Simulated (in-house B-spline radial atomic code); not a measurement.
A calculation on the ytterbium ion Yb⁺: its settings, and results tabulated from the run. All numbers are computed (Dirac-Kohn-Sham LDA VWN5, spherical fractional occupations; Fermi nucleus of rms radius 5.3108 fm, inside a hard spherical wall at 2.83 bohr) with a B-spline radial code for spherical atoms, not measured.

Command:
```bash
python run_scf.py task.json out
```
Settings (nuclear radius in fm, mass in u):
```
Z                70
configuration    [Xe] 4f14 6s1
hamiltonian      dirac
method           lda,vwn
spin_polarised   False
nucleus          fermi
rms_radius       5.3108
atomic_mass      173.93887
speed_of_light   137.035999084
wall_radius      2.83
```

Output (hartree, bohr):
```
 radial grid: 59 intervals, B-splines of order 8, outer radius 2.83 bohr

 iter        energy (Eh)    residual
    1      -14061.496635    4.11e-01
    2      -14051.911776    5.09e-01
    3      -14056.715694    4.98e-01
    4      -14059.839054    3.39e-01
    5      -14050.636266    7.17e-01
    6      -14063.138285    7.24e-02
    7      -14063.345575    1.92e-02
    8      -14063.359635    4.06e-04
    9      -14063.359642    3.37e-05
   10      -14063.359642    2.07e-06
   11      -14063.359642    1.32e-07

 total energy                    -14063.35964
 kinetic                           15626.3821
 electron-nucleus                 -34958.0183
 Hartree                            5554.8967
 exchange-correlation               -286.6202

 first-order corrections (not in the total)
   Gaunt                            15.8271
   retardation                      -1.6751
   frequency dependence             -0.2468
   self-energy                      11.3257
   Uehling                          -2.0005
   Wichmann-Kroll                    0.0729

 orbital      occ     eigenvalue          <r>       <r^2>       <1/r>       <r^4>     <1/r^2>       r_max    small
 1s1/2      2.000     -2244.9161    0.0196775 0.000530752     80.5467 7.57812e-07     15239.8     0.01238  6.89e-02
 2s1/2      2.000      -379.9200    0.0828081  0.00816293     19.4492 0.000115907     2011.68     0.07082  1.55e-02
 2p1/2      2.000      -362.5453    0.0687457  0.00586384     19.4321 7.04712e-05     637.874     0.05297  1.55e-02
 2p3/2      4.000      -324.1137    0.0762432  0.00707592     16.6845 9.81876e-05     379.911      0.0594  1.42e-02
 3s1/2      2.000       -85.3774     0.216495   0.0537087     7.12573  0.00436132     445.069      0.1999  5.02e-03
 3p1/2      2.000       -77.6790     0.206201   0.0495166     7.04686  0.00388577      142.91      0.1875  4.97e-03
 3p3/2      4.000       -69.5251     0.220263   0.0562793     6.34042  0.00497298     86.3006      0.2009  4.58e-03
 3d3/2      4.000       -56.3517     0.193569   0.0440503      6.2317  0.00344949     48.6541       0.158  4.47e-03
 3d5/2      6.000       -54.5686     0.197916   0.0459174       6.061  0.00372107     45.4587      0.1617  4.36e-03
 4s1/2      2.000       -16.5409     0.488307    0.269626     2.98512    0.106114     109.521      0.4558  1.63e-03
 4p1/2      2.000       -13.4253     0.495972    0.280505     2.87626    0.118238     34.2934      0.4569  1.54e-03
 4p3/2      4.000       -11.5737     0.528814    0.318629     2.62764    0.152705     20.8289      0.4855  1.39e-03
 4d3/2      4.000        -6.4370     0.554661    0.357985     2.40404    0.210935     10.5559      0.4861  1.20e-03
 4d5/2      6.000        -6.1006     0.566425     0.37325     2.34286     0.22963      9.8209      0.4954  1.16e-03
 5s1/2      2.000        -1.8354      1.20648     1.62605     1.09928     3.75078     17.3792        1.08  3.18e-04
 5p1/2      2.000        -0.9874      1.31797     1.93232    0.985117     5.18845     4.79888       1.179  2.60e-04
 5p3/2      4.000        -0.7514        1.391     2.13824    0.917342     6.18906     2.99366       1.269  2.33e-04
 4f5/2      6.000         0.1178     0.755219    0.739032     1.75151     1.29583     4.07416      0.4812  7.06e-04
 4f7/2      8.000         0.1660     0.769342    0.766826     1.72183     1.38434     3.94151      0.4869  6.87e-04
 6s1/2      1.000         1.2065      1.76125     3.45866    0.799073     15.3213     11.7889       2.049  2.71e-04
```

Run time, properties included: 0.63 s on 1 thread of Arm Neoverse V2 (shared host).

For the Dirac Hamiltonian the kinetic term is c α·p + (β - 1)c².
